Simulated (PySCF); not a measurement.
H₃Ti, neutral, multiplicity 2. Atoms are numbered in the order given.

```xyz
4

Ti     0.0000     0.0000     0.0000
H      1.7318     0.0000     0.0000
H     -0.8659     1.4998     0.0000
H     -0.8659    -1.4998     0.0000
```
Charge 0, spin multiplicity 2.

Geometry: PBE0-D3(BJ)/def2-TZVPD. The geometry has at least one imaginary mode, so it is a saddle point at that level. The multiplicity is an assumed one; other spin states were not compared.

Computed with PySCF with ωB97X/def2-TZVPD.

Mulliken values depend strongly on the basis, most of all with diffuse functions as here. ESP charges are fitted to the potential on shells at 1.4 to 2.0 van der Waals radii. Atomic charges (e):

```json
[
 {"atom": "Ti1", "Mulliken": "0.20", "ESP fit": "0.90", "Mulliken spin": "1.08"},
 {"atom": "H2", "Mulliken": "-0.07", "ESP fit": "-0.30", "Mulliken spin": "-0.03"},
 {"atom": "H3", "Mulliken": "-0.07", "ESP fit": "-0.30", "Mulliken spin": "-0.03"},
 {"atom": "H4", "Mulliken": "-0.07", "ESP fit": "-0.30", "Mulliken spin": "-0.03"}
]
```
